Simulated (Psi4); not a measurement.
ketene (C2H2O), singlet, at a GFN2-xTB geometry, atoms displaced at random by about 0.08 Å a coordinate; PBE/6-31G, gradient (Psi4).

Psi4 was given this input:
```
memory 2 GB

molecule mol {
0 1
  C     0.111461   -0.021394   -1.380821
  C    -0.083581    0.048651    0.084458
  H     0.014910    0.878757   -1.744678
  H     0.016312   -0.899729   -1.901319
  O    -0.030398    0.003563    1.289562
symmetry c1
no_reorient
no_com
}

set basis 6-31g
set reference rks

gradient('pbe')
print_variables()
```

It wrote (shortened):

```
gradient() will perform analytic gradient computation.

   => Loading Basis Set <=

    Name: 6-31G
    Role: ORBITAL
    Keyword: BASIS

         ---------------------------------------------------------
                                   SCF
               by Justin Turney, Rob Parrish, Andy Simmonett
                          and Daniel G. A. Smith
                              RKS Reference
         ---------------------------------------------------------

  ==> Geometry <==

    Molecular point group: c1
    Full point group: C1

    Geometry (in Angstrom), charge = 0, multiplicity = 1:

       Center              X                  Y                   Z               Mass
    ------------   -----------------  -----------------  -----------------  -----------------
         C            0.111461000000    -0.021394000000    -1.380821000000    12.000000000000
         C           -0.083581000000     0.048651000000     0.084458000000    12.000000000000
         H            0.014910000000     0.878757000000    -1.744678000000     1.007825032230
         H            0.016312000000    -0.899729000000    -1.901319000000     1.007825032230
         O           -0.030398000000     0.003563000000     1.289562000000    15.994914619570

  Running in c1 symmetry.

  Rotational constants: A =      9.65188  B =      0.29821  C =      0.29051 [cm^-1]
  Rotational constants: A = 289355.96592  B =   8939.99456  C =   8709.30913 [MHz]
  Nuclear repulsion =   55.697366517369232

  Charge       = 0
  Multiplicity = 1
  Electrons    = 22
  Nalpha       = 11
  Nbeta        = 11

  ==> Algorithm <==

  SCF Algorithm Type is DF.
  DIIS enabled.
  MOM disabled.
  Fractional occupation disabled.
  Guess Type is SAD.
  Energy threshold   = 1.00e-08
  Density threshold  = 1.00e-08
  Integral threshold = 1.00e-12

  ==> Primary Basis <==

  Basis Set: 6-31G
    Blend: 6-31G
    Number of shells: 19
    Number of basis functions: 31
    Number of Cartesian functions: 31
    Spherical Harmonics?: false
    Max angular momentum: 1

  ==> DFT Potential <==

   => LibXC <=

    Version 7.1.2
    S. Lehtola, C. Steigemann, M. J. T. Oliveira, and M. A. L. Marques,  SoftwareX 7, 1–5 (2018) (10.1016/j.softx.2017.11.002)

   => Composite Functional: PBE <=

    PBE GGA Exchange-Correlation Functional

    J.P. Perdew et. al., Phys. Rev. Lett., 77(18), 3865-3868, 1996

    Deriv               =              1
    GGA                 =           TRUE
[...]
  @DF-RKS Final Energy:  -152.33965223057103
    Total Energy =                       -152.3396522305710334
[...]
    K tasked:                   No
    wK tasked:                  No
    Integrals threads:           1
    Schwarz Cutoff:          1E-12
    Fitting Condition:       1E-10

   => Auxiliary Basis Set <=

  Basis Set: (6-31G AUX)
    Blend: CC-PVDZ-JKFIT
    Number of shells: 90
    Number of basis functions: 293
    Number of Cartesian functions: 293
    Spherical Harmonics?: false
    Max angular momentum: 3

  ==> DFT Potential <==

   => LibXC <=

    Version 7.1.2
    S. Lehtola, C. Steigemann, M. J. T. Oliveira, and M. A. L. Marques,  SoftwareX 7, 1–5 (2018) (10.1016/j.softx.2017.11.002)

   => Composite Functional: PBE <=

    PBE GGA Exchange-Correlation Functional

    J.P. Perdew et. al., Phys. Rev. Lett., 77(18), 3865-3868, 1996

    Deriv               =              1
    GGA                 =           TRUE
    Meta                =          FALSE

    Exchange Hybrid     =          FALSE
    MP2 Hybrid          =          FALSE

   => Exchange Functionals <=

    1.0000     XC_GGA_X_PBE

   => Correlation Functionals <=

    1.0000     XC_GGA_C_PBE

   => LibXC Density Thresholds  <==

    XC_GGA_C_PBE:  1.00E-12
    XC_GGA_X_PBE:  1.00E-15

   => Molecular Quadrature <=

    Radial Scheme          =       TREUTLER
    Pruning Scheme         =           NONE
    Nuclear Scheme         =       TREUTLER

    Blocking Scheme        =         OCTREE
    BS radius alpha        =              1
    Pruning alpha          =              1
    Radial Points          =             75
    Spherical Points       =            302
    Total Points           =         107443
    Total Blocks           =            867
    Max Points             =            256
    Max Functions          =             31
    Weights Tolerance      =       1.00E-15

  -Total Gradient:
     Atom            X                  Y                   Z
    ------   -----------------  -----------------  -----------------
       1        0.006133650348     0.032145798782    -0.178642954751
       2       -0.023033025162     0.027656562193     0.089992467994
       3        0.007319924342    -0.098810880225     0.053808150617
       4        0.004962939310     0.045373211582     0.021872222081
       5        0.004617317825    -0.006355340313     0.012978093312

  Variable Map:
  ----------------------------------------------------------------------------
[...]
  Array Variable Map:
  ----------------------------------------------------------------------------
[...]
[...]
```
